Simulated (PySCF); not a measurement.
# SiEt(NHMe)3: 4 charge schemes on one density

Compound: SiEt(NHMe)3, C5H17N3Si.
Cartesian coordinates in Å at the PBE0-D3(BJ)/def2-SVP level; atoms count from 1:
```
atom  x, y, z in Å
Si1   -0.0406   -0.0403   -0.0456
C2    -0.1900   -0.0296    1.8310
C3     0.4978    1.1635    2.4873
H4     0.2530   -0.9740    2.1941
H5    -1.2553   -0.0744    2.1213
H6     0.4417    1.1284    3.5870
H7     1.5644    1.2011    2.2115
H8     0.0534    2.1162    2.1593
N9     1.5544    0.0176   -0.7169
C10    2.4893   -1.0775   -0.7522
H11    1.9786    0.9335   -0.8083
H12    3.2345   -1.0578    0.0671
H13    1.9352   -2.0245   -0.6641
H14    3.0496   -1.1159   -1.7040
N15   -0.7249    1.4384   -0.6518
C16   -1.9701    2.0239   -0.2246
H17   -0.4863    1.6626   -1.6125
H18   -2.8640    1.6329   -0.7510
H19   -2.1279    1.8347    0.8489
H20   -1.9702    3.1209   -0.3506
N21   -0.7128   -1.5595   -0.5428
C22   -0.8737   -1.9757   -1.9127
H23   -1.2738   -2.0791    0.1217
H24   -1.8978   -1.8278   -2.3087
H25   -0.1923   -1.3925   -2.5522
H26   -0.6134   -3.0393   -2.0614
```

Density: PBE0/pcSseg-1 (PySCF); schemes: Mulliken, IAO, Hirshfeld and ESP-fitted. One conformer (not necessarily the lowest) at the PBE0-D3(BJ)/def2-SVP geometry, without solvent, vibrations or thermal averaging.

Task: What partial charge does each atom carry?

Result: In e; atoms taken as equivalent share a row and are averaged (×n: the atom named and its like, n in all):

```csv
atom,environment,Mulliken,IAO,Hirshfeld,ESP-fitted
Si1,silicon bonded to C and 3 N,+1.248,+1.311,+0.445,+0.472
C2,"carbon bonded to C, Si and 2 H",-0.615,-0.572,-0.167,+0.073
C3,carbon bonded to C and 3 H,-0.293,-0.397,-0.117,-0.261
H4/H5,hydrogen on C2,+0.132,+0.137,+0.033,-0.011
H6/H7/H8,hydrogen on C3,+0.114,+0.133,+0.034,+0.061
N9/N15/N21,"nitrogen bonded to C, Si and H",-0.715,-0.685,-0.247,-0.534
C10/C16/C22,carbon bonded to N and 3 H,-0.105,-0.286,-0.071,+0.023
H11/H17/H23,hydrogen on N9,+0.190,+0.251,+0.108,+0.266
H12 (×9),hydrogen on C10,+0.105,+0.127,+0.034,+0.032
```

Mean size of the charges over all atoms: IAO 0.299 e, Mulliken 0.259 e, ESP-fitted 0.152 e, Hirshfeld 0.095 e. Each set sums to the total charge, 0, to within 0.001 e. The ESP scheme fits charges at the nuclei, held to the total charge, to the electrostatic potential on points at 1.4 to 2.0 times the van der Waals radii.

Some averages cover members that differ in this geometry: C10/C16/C22, ESP-fitted -0.080 to +0.150; N9/N15/N21, ESP-fitted -0.623 to -0.414; H11/H17/H23, ESP-fitted +0.214 to +0.322; H12 (×9), ESP-fitted -0.010 to +0.084 e.

Lowest charge. All schemes agree: Mulliken N9/N15/N21 (-0.715); IAO N9/N15/N21 (-0.685); Hirshfeld N9/N15/N21 (-0.247); ESP-fitted N9/N15/N21 (-0.534).

Highest charge. All schemes agree: Mulliken Si1 (+1.248); IAO Si1 (+1.311); Hirshfeld Si1 (+0.445); ESP-fitted Si1 (+0.472).

Task: How closely do the schemes follow one another over all atoms?

Result: Correlation coefficient and root-mean-square difference: IAO with Hirshfeld 0.99, 0.270 e; Mulliken with Hirshfeld 0.99, 0.251 e; Mulliken with IAO 0.98, 0.072 e; Hirshfeld with ESP-fitted 0.86, 0.138 e; Mulliken with ESP-fitted 0.83, 0.232 e; IAO with ESP-fitted 0.81, 0.256 e.

Task: Sum the charges by element, for elements with more than one atom.

Result: 
```
element  atoms  Mulliken     IAO  Hirshfeld  ESP-fitted
      C      5    -1.225  -1.827     -0.496      -0.119
      H     17    +2.122  +2.570     +0.793      +1.251
      N      3    -2.144  -2.054     -0.742      -1.603
```

Task: How many electrons does the ESP-fitted scheme count on C10?

Result: Its own charge is +0.150 e, so Z − q = 5.850.
